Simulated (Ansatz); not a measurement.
Consider the cleavage of the Sn–Ge bond: `[CH3][SnH2][GeH3]` + H₂Se → `[CH3][SnH2][SeH]` + GeH₄.

Calculated with Ansatz (gas phase, PBE0-D4/def2-TZVP geometries, no zero-point term in ΔE). CBS: MP2 limit from def2 TZ/QZ plus the TZ coupled-cluster correction, frozen cores. DFT in def2-TZVPP. Elements past krypton have def2 core potentials. For Ge, Se, Sn outer-core shells are correlated without core-valence functions, which leaves a few kJ/mol of doubt a bond. Scalar relativity is left out up to krypton. Each species was taken in one conformer, which may not be the lowest.

`[CH3][SnH2][GeH3]`:

Cartesian coordinates in Å:
```
C -1.166 0.051 1.568
Sn -0.544 0.693 -0.381
Ge 1.554 -0.633 -1.150
H -2.044 0.616 1.881
H -1.414 -1.010 1.547
H -0.363 0.215 2.286
H -1.824 0.451 -1.493
H -0.190 2.368 -0.340
H 1.253 -2.142 -1.199
H 2.018 -0.192 -2.549
H 2.720 -0.415 -0.169
```

H₂Se:

Cartesian coordinates in Å:
```
Se -0.188 0.190 -0.630
H 0.985 -0.490 -0.070
H -0.797 0.300 0.700
```

`[CH3][SnH2][SeH]`:

Z-matrix (Å, degrees):
```
C
Sn 1 2.136
H 1 1.090 2 109.6
H 1 1.089 2 109.3 3 119.6
H 1 1.091 2 110.1 3 -120.1
Se 2 2.540 1 109.5 3 -61.5
H 2 1.707 1 112.0 3 -176.8
H 2 1.710 1 111.1 3 59.0
H 6 1.469 2 92.2 1 63.8
```

GeH₄:

Z-matrix (Å, degrees):
```
Ge
H 1 1.534
H 1 1.534 2 109.5
H 1 1.534 2 109.5 3 -120.0
H 1 1.534 2 109.5 3 120.0
```

Question: Is it downhill or uphill in electronic energy at CCSD(T)/CBS, and by how much? (Best estimate.)

Answer: The calculation gave: Downhill: ΔE = -0.39 eV.

Question: What do these levels give: LDA (SPW92), PBE-D4, ωB97X-V, revPBE, BHLYP, LC-ωPBE, CCSD/def2-SVP, MP2/def2-TZVPP, SCS-MP2/def2-TZVPP, CCSD/def2-TZVPP, MP2/def2-QZVPP, MP2/CBS(def2)? (Best estimate.)

Answer: The calculation gave: LDA (SPW92) -0.30, PBE-D4 -0.33, ωB97X-V -0.39, revPBE -0.34, BHLYP -0.41, LC-ωPBE -0.37, CCSD/def2-SVP -0.36, MP2/def2-TZVPP -0.39, SCS-MP2/def2-TZVPP -0.40, CCSD/def2-TZVPP -0.35, MP2/def2-QZVPP -0.41, MP2/CBS(def2) -0.43 eV.

Largest T1 diagnostic among the species: 0.012.

At CCSD(T), def2-SVP lies +0.03 eV from the extrapolated value and def2-TZVPP +0.04 eV. In def2-TZVPP, CCSD(T) changes the Hartree–Fock value by +0.15 eV (the triples alone add +0.00 eV) and MP2 by +0.11 eV.
